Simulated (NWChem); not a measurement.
System: CH₅O₂Sb; SMILES [CH3][Sb]([OH])[OH]

Output (shortened):

```
             Northwest Computational Chemistry Package (NWChem) 7.3.0
             --------------------------------------------------------

 C1  symmetry detected

                             Geometry "geometry" -> ""
                             -------------------------

 Output coordinates in angstroms (scale by  1.889725989 to convert to a.u.)

  No.       Tag          Charge          X              Y              Z
 ---- ---------------- ---------- -------------- -------------- --------------
    1 Sb                  51.0000    -0.06684890     0.06387515     0.38043572
    2 C                    6.0000     1.62437543    -0.93301052    -0.50518676
    3 H                    1.0000     1.89901691    -1.82743673     0.07249746
    4 H                    1.0000     2.48241132    -0.24664288    -0.54581533
    5 H                    1.0000     1.32934862    -1.23757306    -1.52038086
    6 O                    8.0000    -1.28283901    -1.04323491    -0.75145105
    7 H                    1.0000    -2.20400821    -0.89949271    -0.50340884
    8 O                    8.0000     0.02268662     1.68160236    -0.77229328
    9 H                    1.0000     0.23749157     1.44463637    -1.68403901

 Effective nuclear repulsion energy (a.u.)     402.7910727152

                                 NWChem DFT Module
                                 -----------------

 Summary of "ao basis" -> "ao basis" (spherical)
 ------------------------------------------------------------------------------
       Tag                 Description            Shells   Functions and Types
 ---------------- ------------------------------  ------  ---------------------
 Sb                         def2-svp                10       26   4s4p2d
 C                          def2-svp                 6       14   3s2p1d
 H                          def2-svp                 3        5   2s1p
 O                          def2-svp                 6       14   3s2p1d

            General Information
            -------------------
          SCF calculation type: DFT
          Wavefunction type:  closed shell.
          No. of atoms     :     9
          No. of electrons :    50
           Alpha electrons :    25
            Beta electrons :    25
          Charge           :     0
          Spin multiplicity:     1
          Use of symmetry is: off; symmetry adaption is: off
          Maximum number of iterations: 150
          AO basis - number of functions:    93
                     number of shells:    43
          Convergence on energy requested:  1.00D-06
          Convergence on density requested:  1.00D-05
          Convergence on gradient requested:  5.00D-04

              XC Information
              --------------
                     Hartree-Fock (Exact) Exchange  1.000
                   CAM-Becke88 Exchange Functional  1.000
                      VWN V Correlation Functional  0.190 local
              Lee-Yang-Parr Correlation Functional  0.810

           Range-Separation Parameters
           ---------------------------
           Alpha           :  0.19
           Beta            :  0.46
           Gamma           :  0.33
           Short-Range HF  :     F

             Grid Information
             ----------------
          Grid used for XC integration:  medium
          Radial quadrature: Mura-Knowles
          Angular quadrature: Lebedev.
          Tag              B.-S. Rad. Rad. Pts. Rad. Cut. Ang. Pts.
          ---              ---------- --------- --------- ---------
          Sb                  1.45      123           9.0       590
          C                   0.70       49          10.0       434
          H                   0.35       45          12.0       434
          O                   0.60       49          11.0       434
          Grid pruning is: on
          Number of quadrature shells:   495
          Spatial weights used:  Erf1

      Superposition of Atomic Density Guess
      -------------------------------------

 Sum of atomic energies:        -467.11582767

      Non-variational initial energy
      ------------------------------

 Total energy =    -429.758222
 1-e energy   =   -1105.112468
 2-e energy   =     460.991388
 HOMO         =      -0.274860
 LUMO         =       0.005229

   convergence    iter        energy       DeltaE   RMS-Dens  Diis-err
 ---------------- ----- ----------------- --------- --------- ---------
 d= 0,ls=0.0,diis     1   -431.4771928161 -6.46D+02  1.56D-02  9.23D-01
 d= 0,ls=0.0,diis     2   -431.4346042394  4.26D-02  7.40D-03  1.58D+00
 d= 0,ls=0.0,diis     3   -431.5868745064 -1.52D-01  8.36D-04  1.22D-02
 d= 0,ls=0.0,diis     4   -431.5880137764 -1.14D-03  3.57D-04  1.16D-03
 d= 0,ls=0.0,diis     5   -431.5881351199 -1.21D-04  1.09D-04  2.61D-04
  Resetting Diis
 d= 0,ls=0.0,diis     6   -431.5881642732 -2.92D-05  3.67D-05  1.71D-05
 d= 0,ls=0.0,diis     7   -431.5881658720 -1.60D-06  2.97D-05  3.68D-06
 d= 0,ls=0.0,diis     8   -431.5881655614  3.11D-07  1.54D-05  7.82D-06
 d= 0,ls=0.0,diis     9   -431.5881663457 -7.84D-07  2.51D-06  4.75D-08

         Total DFT energy =     -431.588166345685
      One electron energy =    -1108.862867037552
           Coulomb energy =      506.735385110418
    Exchange-Corr. energy =      -43.823542802797
 Nuclear repulsion energy =      214.362858384246

 Numeric. integr. density =       50.000017360476

                       DFT Final Molecular Orbital Analysis
                       ------------------------------------

 Vector   23  Occ=2.000000D+00  E=-3.527736D-01
              MO Center= -3.6D-01,  9.9D-02, -6.5D-01, r^2= 3.5D+00
   Bfn.  Coefficient  Atom+Function         Bfn.  Coefficient  Atom+Function
  ----- ------------  ---------------      ----- ------------  ---------------
    79     -0.332394  8 O  py                61      0.317987  6 O  pz
    60     -0.268312  6 O  py                82     -0.258608  8 O  py
    64      0.249563  6 O  pz                78      0.207235  8 O  px
    63     -0.206154  6 O  py                81      0.164445  8 O  px
    30      0.150201  2 C  px                12      0.110766  1 Sb py

 Vector   24  Occ=2.000000D+00  E=-3.508311D-01
              MO Center= -3.6D-01,  7.2D-01, -7.2D-01, r^2= 2.8D+00
   Bfn.  Coefficient  Atom+Function         Bfn.  Coefficient  Atom+Function
  ----- ------------  ---------------      ----- ------------  ---------------
    78      0.485033  8 O  px                81      0.378461  8 O  px
    60      0.359634  6 O  py                63      0.281743  6 O  py
    79      0.122284  8 O  py                80      0.113044  8 O  pz
    82      0.090175  8 O  py                 4     -0.085352  1 Sb s
    83      0.083082  8 O  pz                13     -0.064282  1 Sb pz

 Vector   25  Occ=2.000000D+00  E=-3.089120D-01
              MO Center=  4.6D-02, -1.6D-01,  2.4D-01, r^2= 3.5D+00
   Bfn.  Coefficient  Atom+Function         Bfn.  Coefficient  Atom+Function
  ----- ------------  ---------------      ----- ------------  ---------------
    13      0.363032  1 Sb pz                 4      0.326131  1 Sb s
     3      0.313767  1 Sb s                 61     -0.254355  6 O  pz
    16      0.211662  1 Sb pz                29     -0.211376  2 C  s
    30      0.209147  2 C  px                64     -0.208382  6 O  pz
    32     -0.150669  2 C  pz                11     -0.149415  1 Sb px

 Vector   26  Occ=0.000000D+00  E= 2.653115D-02
              MO Center= -2.6D-01,  1.3D-02,  4.0D-01, r^2= 4.1D+00
   Bfn.  Coefficient  Atom+Function         Bfn.  Coefficient  Atom+Function
  ----- ------------  ---------------      ----- ------------  ---------------
    14      0.786686  1 Sb px                58      0.452000  6 O  s
    29     -0.408729  2 C  s                 11      0.325899  1 Sb px
    15      0.304419  1 Sb py                71     -0.222705  7 H  s
    64      0.215640  6 O  pz                61      0.202390  6 O  pz
    52      0.187084  5 H  s                 12      0.169390  1 Sb py

 Vector   27  Occ=0.000000D+00  E= 3.598244D-02
              MO Center= -1.1D-01,  1.1D-01,  3.5D-01, r^2= 4.1D+00
   Bfn.  Coefficient  Atom+Function         Bfn.  Coefficient  Atom+Function
  ----- ------------  ---------------      ----- ------------  ---------------
    15      0.824429  1 Sb py                29      0.525097  2 C  s
    77     -0.503989  8 O  s                 12      0.346165  1 Sb py
    14     -0.335717  1 Sb px                90      0.246411  9 H  s
     4     -0.233561  1 Sb s                 33     -0.195797  2 C  px
    82      0.188339  8 O  py                 3      0.181397  1 Sb s

 Vector   28  Occ=0.000000D+00  E= 9.270778D-02
              MO Center=  7.4D-01, -3.6D-01, -7.2D-01, r^2= 6.8D+00
   Bfn.  Coefficient  Atom+Function         Bfn.  Coefficient  Atom+Function
  ----- ------------  ---------------      ----- ------------  ---------------
    29      1.987117  2 C  s                 42     -0.817028  3 H  s
    47     -0.735342  4 H  s                 52     -0.645215  5 H  s
    90     -0.511204  9 H  s                 71     -0.448385  7 H  s
    58      0.415212  6 O  s                 16      0.375293  1 Sb pz
    14     -0.372615  1 Sb px                77      0.372029  8 O  s

     Multipole analysis of the density
     ---------------------------------

     L   x y z        total         alpha         beta         nuclear
     -   - - -        -----         -----         ----         -------
     0   0 0 0     -0.000000    -25.000000    -25.000000     50.000000

     1   1 0 0      0.110562     -1.713284     -1.713284      3.537131
     1   0 1 0     -0.356296      1.511743      1.511743     -3.379783
     1   0 0 1      0.322183     10.225961     10.225961    -20.129740

     2   2 0 0    -29.125739    -95.900525    -95.900525    162.675312
     2   1 1 0     -0.072748      2.788583      2.788583     -5.649914
     2   1 0 1     -0.988214      0.337336      0.337336     -1.662885
     2   0 2 0    -37.006129    -97.912649    -97.912649    158.819170
     2   0 1 1     -1.537150      0.708627      0.708627     -2.954404
     2   0 0 2    -31.540974    -51.218949    -51.218949     70.896924

                                 NWChem DFT Module
                                 -----------------

            General Information
            -------------------
          SCF calculation type: DFT
          Wavefunction type:  spin polarized.
          No. of atoms     :     9
          No. of electrons :    49
           Alpha electrons :    25
            Beta electrons :    24
          Charge           :     1
          Spin multiplicity:     2
          Use of symmetry is: off; symmetry adaption is: off
          Maximum number of iterations: 150
          This is a Direct SCF calculation.
          AO basis - number of functions:    93
                     number of shells:    43
          Convergence on energy requested:  1.00D-06
          Convergence on density requested:  1.00D-05
          Convergence on gradient requested:  5.00D-04

              XC Information
              --------------
                     Hartree-Fock (Exact) Exchange  1.000
                   CAM-Becke88 Exchange Functional  1.000
                      VWN V Correlation Functional  0.190 local
              Lee-Yang-Parr Correlation Functional  0.810

           Range-Separation Parameters
           ---------------------------
           Alpha           :  0.19
           Beta            :  0.46
           Gamma           :  0.33
           Short-Range HF  :     F

             Grid Information
             ----------------
          Grid used for XC integration:  medium
          Radial quadrature: Mura-Knowles
          Angular quadrature: Lebedev.
          Tag              B.-S. Rad. Rad. Pts. Rad. Cut. Ang. Pts.
          ---              ---------- --------- --------- ---------
          Sb                  1.45      123           9.0       590
          C                   0.70       49          10.0       434
          H                   0.35       45          12.0       434
          O                   0.60       49          11.0       434
          Grid pruning is: on
          Number of quadrature shells:   495
          Spatial weights used:  Erf1

      Superposition of Atomic Density Guess
      -------------------------------------

 Sum of atomic energies:        -467.11582767

 Renormalizing density from      50.00 to     49

      Non-variational initial energy
      ------------------------------

 Total energy =    -425.911231
 1-e energy   =   -1083.010219
 2-e energy   =     442.736129
 HOMO         =      -0.567311
 LUMO         =      -0.277315

   convergence    iter        energy       DeltaE   RMS-Dens  Diis-err
 ---------------- ----- ----------------- --------- --------- ---------
 d= 0,ls=0.0,diis     1   -431.0124185645 -6.45D+02  1.06D-02  5.32D-01
                                                     1.47D-02  5.33D-01
 d= 0,ls=0.0,diis     2   -430.4287382118  5.84D-01  7.18D-03  1.91D+00
                                                     1.22D-02  1.61D+00
 d= 0,ls=0.0,diis     3   -431.2206548528 -7.92D-01  1.57D-03  3.73D-02
                                                     1.68D-03  3.49D-02
 d= 0,ls=0.0,diis     4   -431.2387737125 -1.81D-02  5.17D-04  1.95D-03
                                                     5.90D-04  2.27D-03
 d= 0,ls=0.0,diis     5   -431.2402351458 -1.46D-03  2.24D-04  5.36D-04
                                                     2.97D-04  4.41D-04
  Resetting Diis
 d= 0,ls=0.0,diis     6   -431.2406985346 -4.63D-04  7.50D-05  4.89D-05
                                                     2.72D-04  1.11D-04
 d= 0,ls=0.0,diis     7   -431.2408735782 -1.75D-04  1.57D-04  1.03D-04
                                                     1.68D-04  7.52D-05
 d= 0,ls=0.0,diis     8   -431.2409235415 -5.00D-05  5.81D-05  1.34D-04
                                                     1.24D-04  2.01D-04
 d= 0,ls=0.0,diis     9   -431.2410179483 -9.44D-05  1.00D-04  1.91D-05
                                                     2.56D-04  1.40D-05
 d= 0,ls=0.0,diis    10   -431.2411043523 -8.64D-05  7.59D-05  8.33D-06
                                                     1.89D-04  5.98D-06
 d= 0,ls=0.0,diis    11   -431.2411411110 -3.68D-05  4.78D-05  1.74D-06
                                                     1.17D-04  1.33D-06
 d= 0,ls=0.0,diis    12   -431.2411530926 -1.20D-05  2.94D-05  3.50D-07
                                                     7.81D-05  5.74D-07
 d= 0,ls=0.0,diis    13   -431.2411566638 -3.57D-06  5.61D-06  2.49D-07
                                                     1.43D-05  2.12D-07
 d= 0,ls=0.0,diis    14   -431.2411570336 -3.70D-07  4.18D-06  1.42D-08
                                                     1.50D-05  2.77D-08
 d= 0,ls=0.0,diis    15   -431.2411572260 -1.92D-07  2.63D-06  3.64D-09
                                                     9.70D-06  8.78D-09

         Total DFT energy =     -431.241157225966
      One electron energy =    -1096.642558141212
           Coulomb energy =      494.514796954934
    Exchange-Corr. energy =      -43.476254423934
 Nuclear repulsion energy =      214.362858384246

 Numeric. integr. density =       49.000016752367

                    DFT Final Alpha Molecular Orbital Analysis
                    ------------------------------------------

[...]
```

Level: CAM-B3LYP/def2-SVP with def2 effective core potentials on Sb, vertical spin-unrestricted ions. Structure relaxed at the PBE0/def2-SVP level. No frequency run checked for a minimum. def2 effective core potentials on Sb; no spin-orbit coupling.

**Question.** Which NWChem input produces such a log?

**Answer.** One answer among several that fit: the input that was run:
```
start job
memory heap 200 mb stack 900 mb global 1100 mb
geometry units angstroms noautoz
  Sb     0.004278     0.109524     0.348554
  C      0.459608    -1.769214    -0.600849
  H      0.073109    -2.611497    -0.008968
  H      1.547907    -1.873762    -0.717690
  H     -0.032494    -1.765807    -1.584842
  O     -1.712681     0.180504    -0.667569
  H     -2.254437     0.921186    -0.369861
  O      1.115185     1.226360    -0.864873
  H      1.041724     0.921501    -1.778787
end
basis spherical
  * library def2-svp
end
ecp
  Sb library def2-ecp
end
dft
  xc xcamb88 1.00 lyp 0.81 vwn_5 0.19 hfexch 1.00
  cam 0.33 cam_alpha 0.19 cam_beta 0.46
  iterations 150
  vectors input atomic output neutral.movecs
end
task dft energy
charge 1
dft
  odft
  mult 2
  vectors input atomic output cation.movecs
end
task dft energy
```
